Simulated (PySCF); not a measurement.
Compound: C4H10Ge.
SMILES: `C=C[CH2][GeH2][CH3]`

Vertical excitations from PySCF (density fitting, frozen core in the response, grid level 2 and gas phase unless stated; continuum runs use non-equilibrium linear response for the excitations) on a GFN2-xTB geometry. Reference run:

```csv
settings,"S1, eV (f)","S2, eV (f)","S3, eV (f)","S4, eV (f)","S5, eV (f)","S6, eV (f)","T1, eV (Tamm–Dancoff)",mean α (au)
"mPW1PW91/def2-SVPD, grid level 4, TDA, 6 singlets",6.57 (0.057),6.85 (0.182),7.01 (0.266),7.33 (0.060),7.55 (0.062),7.72 (0.019),4.24,81.5
```

Task: What do these settings give: PW91/cc-pVDZ, grid level 3, energy threshold 1e-07 Eh, full TDDFT, 1 singlet?

Result: 
```csv
settings,"S1, eV (f)","S2, eV (f)","S3, eV (f)","S4, eV (f)","S5, eV (f)","S6, eV (f)","T1, eV (Tamm–Dancoff)",mean α (au)
"PW91/cc-pVDZ, grid level 3, energy threshold 1e-07 Eh, full TDDFT, 1 singlet",6.37 (0.186),–,–,–,–,–,4.36,73.8
```

S1 moves by -0.20 eV; functional, basis and response scheme change together, so the shift can't be laid on one. States are counted by energy in each run and needn't keep their character from row to row.

Task: Which orbital pairs make up S1 in each run, and how does it sit against the orbital gap?

Result: 
```tsv
settings	S1 configurations (weight)	S1 (eV)	orbital gap (eV)	S1 − gap (eV)
mPW1PW91/def2-SVPD, grid level 4, TDA, 6 singlets	H→L+1 0.66, H→L 0.28	6.57	7.19	-0.62
PW91/cc-pVDZ, grid level 3, energy threshold 1e-07 Eh, full TDDFT, 1 singlet	H→L 0.54, H→L+1 0.33	6.37	5.27	+1.10
```

 Relativistic effects, spin–orbit coupling among them, are left out although an element past zinc is present.

Conformer computed: `[CH2:1]=[CH:2][CH2:3][GeH2:4][CH3:5]`: C1–C2–C3–Ge4 105°, C2–C3–Ge4–C5 52°.

One conformer stands for the species.
